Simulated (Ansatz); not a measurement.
System: C₂H₉OSi₂ (charge 0, doublet). It need not be the lowest isomer of its formula. 
Coordinates optimised at B3LYP-D3(BJ)/def2-TZVP (Ansatz, a quantum-chemistry and plane-wave program):
SMILES: C[Si](C)O[SiH3]
```xyz
14

Si    -0.8791    -0.0399    -0.4962
C     -1.6612     1.6453    -0.7662
C     -1.6974    -0.9460     0.9358
O      0.7127     0.2178    -0.1289
Si     2.1467    -0.4351     0.3113
H     -2.7221     1.5477    -1.0039
H     -1.1749     2.1815    -1.5819
H     -1.5648     2.2468     0.1437
H     -1.2345    -1.9178     1.1137
H     -1.6068    -0.3524     1.8517
H     -2.7584    -1.1073     0.7356
H      2.6902    -1.2736    -0.7829
H      1.9835    -1.2771     1.5214
H      3.0918     0.6639     0.6053
```
Charge 0, spin multiplicity 2.

Dipole moments at this geometry, in debye (magnitudes).

```tsv
level	program	dipole (D)
SVWN5/def2-TZVPD	Ansatz	1.02
PBE/def2-TZVPD	Ansatz	0.98
BLYP/def2-TZVPD	Ansatz	0.91
revPBE/def2-TZVPD	Ansatz	0.97
r2SCAN/def2-TZVPD	Ansatz	0.97
B3LYP/def2-TZVPD	Ansatz	0.90
BHLYP/def2-TZVPD	Ansatz	0.87
r2SCANh/def2-TZVPD	Ansatz	0.96
r2SCAN0/def2-TZVPD	Ansatz	0.94
LC-wPBE/def2-TZVPD	Ansatz	0.95
wB97M-V/def2-TZVPD	Ansatz	0.92
wB97X-V/def2-TZVPD	Ansatz	0.95
CCSD(T)/aug-cc-pV(D+d)Z	Ansatz	___
```

Problem. What belongs in the gaps?

Solution. 
- CCSD(T)/aug-cc-pV(D+d)Z, dipole (D): 0.86
